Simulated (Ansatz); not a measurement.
Calculated with Ansatz (gas phase, PBE0-D4/def2-TZVP geometries, no zero-point term in ΔE). CBS: MP2 limit from def2 TZ/QZ plus the TZ coupled-cluster correction, frozen cores. This one scheme is used for every species. Functionals use def2-TZVPP. B3LYP here is the variant with VWN-RPA as its local correlation; programs differ in this. def2 core potentials past Kr. For Te outer-core shells are correlated without core-valence functions, which leaves a few kJ/mol of doubt a bond. Each species was taken in one conformer, which may not be the lowest.

Reaction (formal exchange of groups at a Te–C bond): `CCC[TeH]` + `B1CS1` → `[TeH]B1CS1` + `CCC`

(1) Is it downhill or uphill in electronic energy at CCSD(T)/CBS, and by how much? (Best estimate.)

(2) What do these levels give: PBE-D4, ωB97X-V, B2PLYP, PBE, r2SCAN, PBE0, B3LYP, MP2/def2-TZVPP, SCS-MP2/def2-TZVPP, CCSD/def2-TZVPP, HF/def2-QZVPP, HF/CBS(def2)? (An estimate is asked.)

Largest T1 diagnostic among the species: 0.016.

## Answers

(1) Ansatz gave: Downhill: ΔE = -22.8 kcal/mol.

(2) Computed: PBE-D4 -24.6, ωB97X-V -22.9, B2PLYP -23.6, PBE -24.7, r2SCAN -24.8, PBE0 -24.8, B3LYP -23.3, MP2/def2-TZVPP -24.4, SCS-MP2/def2-TZVPP -23.4, CCSD/def2-TZVPP -23.1, HF/def2-QZVPP -22.2, HF/CBS(def2) -22.1 kcal/mol.

In def2-TZVPP, CCSD(T) changes the Hartree–Fock value by −0.9 kcal/mol (the triples alone add −0.2 kcal/mol) and MP2 by −2.0 kcal/mol.
